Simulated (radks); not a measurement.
Neutral cobalt inside a hard spherical wall (all orbitals vanish at R), configuration held at [Ar] 3d7 4s2 and not refilled when levels cross. All-electron calculation, scalar-relativistic Kohn-Sham, LDA (Slater exchange, Perdew-Wang correlation), spin-polarised, spherical densities, finite nucleus; open shells are filled with parallel spins first; Fermi nuclear charge, rms radius 3.7875 fm. Program: a radial shooting solver on a logarithmic mesh with Libxc functionals. Eigenvalues in eV for spin up, with the zero of energy where the potential of the charges vanishes at infinity; a dash marks a level that is unbound or too diffuse for the functional's potential to be trusted. A positive occupied level is held by the wall or, in an anion where self-interaction has pushed it up, behind a barrier. The pressure on the wall is -dE/dV.

| R (bohr) | E (hartree) | kinetic (hartree) | e(3s) | e(3p) | e(3d) | e(4s) | e(4p, empty) | e(5s, empty) | pressure (GPa) |
|---|---|---|---|---|---|---|---|---|---|
| free | -1390.84805 | 1408.166 | -103.18 | -66.790 | -9.603 | -5.923 | -1.481 | -0.035 | 0 |
| 20 | -1390.84805 | 1408.166 | -103.18 | -66.790 | -9.603 | -5.923 | -1.481 | 0.075 | < 0.0001 |
| 15 | -1390.84805 | 1408.166 | -103.18 | -66.790 | -9.603 | -5.923 | -1.479 | 0.295 | < 0.0001 |
| 7 | -1390.84041 | 1408.222 | -102.81 | -66.420 | -9.242 | -5.589 | -0.684 | 5.888 | 0.440 |
| 6 | -1390.82262 | 1408.323 | -102.28 | -65.890 | -8.730 | -5.057 | 0.253 | 10.161 | 1.99 |
| 3.5 | -1390.24073 | 1410.567 | -95.230 | -58.932 | -2.005 | 4.852 | 13.850 | 57.607 | 165 |
| 2.5 | -1387.93236 | 1418.186 | -81.578 | -45.531 | 11.972 | 33.638 | 47.983 | 155.05 | 1940 |
| 2 | -1383.15255 | 1433.369 | -63.933 | -27.690 | 31.977 | 83.452 | 102.30 | 291.54 | 9620 |
